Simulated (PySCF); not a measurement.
Job for PySCF: R-HF/STO-3G on H5InSi (SMILES [SiH3][InH2]), a point of a bond scan (R = 2.085 Å).

```python
from pyscf import gto, scf, dft, mp
from pyscf.data.elements import chemcore

mol = gto.M(
    atom='''
    In   -0.32667194   -0.55207065    0.06665595
    H     0.24123034   -1.93489429    1.52049826
    H    -1.69916802   -0.94453524   -0.92206221
    Si    0.98424778    1.66633835   -0.20679277
    H     0.75722458    2.53069909    0.98114900
    H     0.57858736    2.43360543   -1.41049999
    H     2.44423217    1.40737952   -0.29782067
    ''',
    basis='sto-3g',
    charge=0, spin=0, verbose=3, max_memory=1800)
mf = scf.RHF(mol)
mf.conv_tol = 1e-8
mf.max_cycle = 100
mf.kernel()
if not mf.converged:
    mf = mf.newton().run(mf.mo_coeff, mf.mo_occ)
```

Program output:

```
converged SCF energy = -5971.33540329809
```

Self-consistency was reached.

Cost: around 0.3 core-seconds (rough).
